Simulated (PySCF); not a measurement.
# Electron affinity of Ta by level of theory

Ta⁻ [Xe] 4f14 5d4 6s2 (5D) → Ta [Xe] 4f14 5d3 6s2 (4F), as a difference of total energies. All numbers are calculated (PySCF 2.14, a scalar-relativistic core potential, in aug-cc-pwCVDZ-PP with ECP60MDF). Correlated levels: valence and next inner shell: nothing frozen outside the core potential. The calculations carry no spin-orbit coupling.

```csv
method,electron affinity (eV)
UHF,-0.440
MP2 (valence and next inner shell),-0.119
SCS-MP2 (valence and next inner shell),-0.555
CCSD (valence and next inner shell),0.128
CCSD(T) (valence and next inner shell),0.230
```

The reference lies between the lowest fine-structure levels, while these numbers refer to the centres of the terms.

Errors of the correlated levels include the incompleteness of this basis.

A negative affinity means that the anion lies above the atom at that level of theory.

The coupled-cluster amplitudes are large for Ta⁻ (T1 above 0.03 or a double amplitude above 0.15), so a single reference is strained.

For comparison: 0.329 eV (measured; photodetachment measurements, as compiled on the Wikipedia data page of electron affinities).
